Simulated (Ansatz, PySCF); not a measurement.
H$_{6}$ClNSi$_{2}$ (SMILES N[SiH2][SiH2]Cl), singlet, at a GFN2-xTB geometry. Base run: CASSCF(6,4)/STO-3G in PySCF.

Here is a job for PySCF.
```python
from pyscf import gto, scf, mcscf
import numpy

mol = gto.M(
    atom='''
Si    0.793888    0.357864   -0.756977
Cl    1.736832    0.197442    1.044402
Si   -1.336129   -0.559593   -0.645376
N    -2.330196   -0.057767    0.673519
H     0.854505    1.792198   -1.064622
H     1.691786   -0.294500   -1.713582
H    -2.105585   -0.172492   -1.831359
H    -1.303124   -2.019921   -0.513543
H    -2.706215    0.876849    0.676897
H    -2.054766   -0.310087    1.609685
''',
    basis='sto-3g',
    charge=0,
    spin=0,
    verbose=3,
)

mf = scf.RHF(mol)
mf.kernel()
mc = mcscf.CASSCF(mf, 4, 6)
mc.fix_spin_(ss=0.0)
mc.kernel()
occ = numpy.linalg.eigvalsh(mc.fcisolver.make_rdm1(mc.ci, mc.ncas, mc.nelecas))[::-1]
ss = mc.fcisolver.spin_square(mc.ci, mc.ncas, mc.nelecas)[0]
print('natural occupations', occ.round(4), ' <S^2>', round(ss, 4))
```

Programs used: Ansatz (an electronic-structure program), PySCF; a row that names a program was run with it.

The base run was repeated with changes; each row names its change, and settings that it needs were set with it.

```tsv
change	ΔE vs base (kcal/mol)	natural occupations	<S^2> of the state
base	0.000	2.00 2.00 1.98 0.02	0.00
active space = 4 electrons, 3 orbitals	0.082	2.00 1.98 0.02	0.00
solver = newton	0.000	2.00 2.00 1.98 0.02	0.00
correction = SC-NEVPT2	-75.2	2.00 2.00 1.98 0.02	0.00
orbitals = fixed (CASCI); correction = SC-NEVPT2	-73.5	2.00 2.00 2.00 0.00	0.00
code = ansatz	-3.57	-	-
code = ansatz; correction = SC-NEVPT2, all electrons	-75.3	-	-
active space = 10 electrons, 8 orbitals	-17.24	2.00 2.00 1.99 1.98 1.97 0.03 0.02 0.02	0.00
active space = 6 electrons, 8 orbitals	-21.56	1.98 1.98 1.98 0.02 0.02 0.01 0.00 0.00	0.00
active space = 6 electrons, 7 orbitals	-22.77	1.98 1.97 1.97 0.03 0.02 0.02 0.00	0.00
orbitals = fixed (CASCI)	5.88	2.00 2.00 2.00 0.00	0.00
```

Active orbitals are taken around the Fermi level unless the row says otherwise; CASSCF can end in different local minima, and two programs can end on different orbitals. State-averaged rows give the lowest state.

Ansatz warned in this series: other orbitals give a lower active-space energy.
